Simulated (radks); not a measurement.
Problem. Species: Cr+. Configuration: [Ar] 3d4 4s0.5 4p0.5 (fractional occupations, a model configuration). All-electron calculation, non-relativistic Kohn-Sham, r2SCAN, spin-polarised, spherical densities, point nucleus; open shells are filled with parallel spins first; meta-GGA in the generalised Kohn-Sham scheme. Program: a radial shooting solver on a logarithmic mesh with Libxc functionals. Some entries of the table are withheld. Estimate them.

orbital  occ.  eigenvalue (eV)  <1/r> (bohr^-1)  r(max) (bohr)
1s up       1        -5867.732            23.52        0.04225
1s down     1        -5867.729            23.52        0.04225
2s up       1        -679.0869            4.991         0.2459
2s down     1        -677.0468            5.002         0.2457
2p up       3        -577.3813            4.921         0.1990
2p down     3        -575.8241            4.931         0.1988
3s up       1         -89.5609            1.554         0.7817
3s down     1         -84.3012            1.544         0.7831
3p up       3         -60.8231              (1)         0.7988
3p down     3         -55.5427              (2)         0.8012
3d up       4         -16.0885            1.080         0.8186
4s up     0.5         -12.4458           0.4484          2.485
3d down     0         -10.6464            1.065         0.8279
4p up     0.5          -7.7695           0.3646          2.988

Solution. 
(1) 3p up <1/r> (bohr^-1): 1.428
(2) 3p down <1/r> (bohr^-1): 1.419
